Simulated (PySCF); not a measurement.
Run record: geometry optimisation, `C=C1C=C/C1=C(/OC)OC(F)(F)F`.

Computed with PBE0-D3(BJ)/def2-SVP geometry optimisation, gas phase (PySCF 2.14.0). Start geometry: GFN2-xTB. The command runs a driver script over a list of jobs; the input below is this job's line of settings and its coordinates in Å.

Command:
```bash
OMP_NUM_THREADS=1 python probes_run.py task.json out
```

Input:
```
{"job": {"xc": "PBE0", "basis": "def2-SVP", "d3": "d3bj", "grid": 1, "shake": 0.01, "kind": "geom"}, "charge": 0, "multiplicity": 1}
C      0.989480     2.172070     1.796600
C     -0.056190     1.923750     0.996720
C     -1.361620     2.537930     0.626800
C     -1.619950     1.534000    -0.213450
C     -0.400420     0.813660     0.047370
C      0.196060    -0.293360    -0.340530
O      1.392510    -0.716260     0.152280
C      2.142420    -1.647060    -0.612760
O     -0.395450    -1.128010    -1.306620
C     -1.318210    -1.978280    -0.890800
F     -1.731710    -2.734650    -1.907490
F     -2.403050    -1.386750    -0.385770
F     -0.912250    -2.804750     0.048030
H      0.973360     3.091780     2.403140
H      1.805180     1.518830     1.859710
H     -1.830560     3.458780     0.947060
H     -2.485130     1.314470    -0.846260
H      3.092850    -1.694200    -0.122090
H      2.233500    -1.330950    -1.641550
H      1.638170    -2.635630    -0.580320
```

Problem. What does the run print?

Solution. 
```
step   0  E = -757.58248149  max force = 0.040185
step   1  E = -757.59101619  max force = 0.016098
step   2  E = -757.59172999  max force = 0.006328
step   3  E = -757.59216524  max force = 0.002686
step   4  E = -757.59222154  max force = 0.002019
step   5  E = -757.59236743  max force = 0.001892
step   6  E = -757.59244051  max force = 0.003334
step   7  E = -757.59248001  max force = 0.002816
step   8  E = -757.59250715  max force = 0.001141
step   9  E = -757.59251497  max force = 0.000256
optimisation converged
```

Energies in Eh; «max force» is the largest Cartesian gradient component in Eh/bohr.

Problem. How much energy does the optimisation release, in eV?

Solution. E(step 0) − E(last step) = 0.010033 Eh, which is 0.273 eV.

Summary of the converged run: final energy -757.59251 Eh after 9 steps; dipole 1.53 D.

Problem. How long does this job take on an Intel Xeon Platinum 8488C with one thread, on a shared host? And the peak memory of the process?

Solution. About 4.6 min, with 0.95 GiB resident at the peak, the Python interpreter and its libraries included.
Labels such as C1 count atoms from 1, the log's own numbers from 0.
